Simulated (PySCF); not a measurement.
## SMILES Cc1cc(C)nnn1, C₅H₇N₃

Molfile (atoms numbered from 1):
```
C5H7N3
     RDKit          3D

 15 15  0  0  0  0  0  0  0  0999 V2000
   -2.5451   -0.1178    0.2097 C   0  0  0  0  0  0  0  0  0  0  0  0
   -1.1470    0.3807    0.0748 C   0  0  0  0  0  0  0  0  0  0  0  0
   -0.0446   -0.4671    0.0209 C   0  0  0  0  0  0  0  0  0  0  0  0
    1.1970    0.1495   -0.1047 C   0  0  0  0  0  0  0  0  0  0  0  0
    2.4747   -0.6148   -0.1746 C   0  0  0  0  0  0  0  0  0  0  0  0
    1.2731    1.4799   -0.1679 N   0  0  0  0  0  0  0  0  0  0  0  0
    0.2091    2.2027   -0.1133 N   0  0  0  0  0  0  0  0  0  0  0  0
   -0.9708    1.7013    0.0033 N   0  0  0  0  0  0  0  0  0  0  0  0
   -2.6504   -0.6968    1.1259 H   0  0  0  0  0  0  0  0  0  0  0  0
   -3.2302    0.7243    0.2327 H   0  0  0  0  0  0  0  0  0  0  0  0
   -2.7932   -0.7659   -0.6294 H   0  0  0  0  0  0  0  0  0  0  0  0
   -0.1460   -1.5413    0.0756 H   0  0  0  0  0  0  0  0  0  0  0  0
    3.3076    0.0762   -0.2663 H   0  0  0  0  0  0  0  0  0  0  0  0
    2.5996   -1.2176    0.7237 H   0  0  0  0  0  0  0  0  0  0  0  0
    2.4619   -1.2854   -1.0325 H   0  0  0  0  0  0  0  0  0  0  0  0
  1  2  1  0
  2  3  2  0
  3  4  1  0
  4  5  1  0
  4  6  2  0
  6  7  1  0
  7  8  2  0
  8  2  1  0
  1  9  1  0
  1 10  1  0
  1 11  1  0
  3 12  1  0
  5 13  1  0
  5 14  1  0
  5 15  1  0
M  END
```

Method used: GIAO BHandHLYP/pcSseg-1 magnetisability, rotational g tensor and spin-rotation constants, non-relativistic, gas phase in PySCF 2.14.0. Geometry: GFN2-xTB.

Give the nuclear spin-rotation constants along the inertial axes (H = +C I·J) beside the isotropic shieldings.

Rotational constants 4.1579, 1.8305, 1.2913 GHz. A star marks the isotopologue with that one atom substituted, in its own axes.
| atom | isotope | Caa (kHz) | Cbb (kHz) | Ccc (kHz) | mean (kHz) | σ (ppm) |
| --- | --- | --- | --- | --- | --- | --- |
| N6 | 14N | 1.374 | 0.529 | 0.045 | 0.650 | -170.4 |
| N7 | 14N | 2.092 | 0.480 | 0.064 | 0.879 | -292.6 |
| N8 | 14N | 1.374 | 0.530 | 0.045 | 0.650 | -170.5 |
| H9 | 1H | -0.418 | -0.117 | -0.022 | -0.185 | 29.1 |
| H10 | 1H | -0.037 | -0.097 | -0.142 | -0.092 | 28.8 |
| H11 | 1H | -0.417 | -0.119 | -0.020 | -0.185 | 29.1 |
| H12 | 1H | -0.502 | 0.215 | -0.139 | -0.142 | 24.7 |
| H13 | 1H | -0.036 | -0.097 | -0.142 | -0.092 | 28.8 |
| H14 | 1H | -0.418 | -0.117 | -0.022 | -0.185 | 29.1 |
| H15 | 1H | -0.417 | -0.119 | -0.020 | -0.185 | 29.1 |
| C1 | 13C* | 0.519 | 0.274 | 0.220 | 0.338 | 163.0 |
| C2 | 13C* | 2.021 | 0.896 | 0.162 | 1.026 | 20.1 |
| C3 | 13C* | 1.305 | 0.893 | 0.144 | 0.780 | 61.8 |

For the geometry as given, no vibrational averaging.

How do the rotational constants and the g tensor change when H9, H10, H11, H12, H13, H14, H15 are replaced by deuterium?

Constants 3.6464, 1.5349, 1.1099 GHz; g -0.0809, -0.0288, 0.0090, against -0.0908, -0.0343, 0.0109 before.
